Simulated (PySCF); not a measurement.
Structure from 2D NMR

Compound of formula C5H9NO2Si. Correlations simulated from computed shifts and the bond graph:

HSQC (one-bond C–H):
```csv
δH,δC
6.67,123.4
6.56,117.0
4.10,52.0
```

COSY cross peaks (H two or three bonds apart, from the bond graph; peaks can be absent where the dihedral angle is near 90°):
```csv
δH,δH
6.67,6.56
```

HMBC (two and three bonds, from the bond graph):
```csv
δH,δC
6.67,"123.4, 117.0"
6.56,"123.4, 117.0"
5.23,"123.4, 52.0"
```

No relativistic terms, isolated molecule, one conformer, equivalent nuclei averaged. GFN2-xTB geometry; GIAO PBE0/pcSseg-1 shieldings; PySCF 2.14.0 with density-fitted response routines.

References, each an isolated molecule treated in the same way: ¹H and ¹³C against TMS.

Exchangeable hydrogens are left out of these lists.

Assemble the structure.

Results:

SMILES CO[Si@H](O)n1cccc1.

Mapped SMILES: `[CH3:1][O:2][Si@H:3]([OH:4])[n:5]1[cH:6][cH:7][cH:8][cH:9]1`; H(Xn) means a hydrogen on atom n.

δC 123.4 is C6/C9, an aromatic CH next to a ring nitrogen (δH 6.67). δC 117.0 is C7/C8, an aromatic CH (δH 6.56). δC 52.0 is C1, a methyl carbon bonded to O (δH 4.10). COSY links 6.67–6.56.

This is the structure that produced the data.

OH/NH shifts are gas-phase values; hydrogen bonding in solution moves them, usually downfield. Shifts are as computed. Against solution values, carbons near 30 ppm lie about +3 ppm off and those near 130 ppm about +5 ppm. Of 1211 compounds with measured shifts, 218 miss one by over three times the rms of a fit or turn the order of signals round; such compounds aren't used in these exercises.
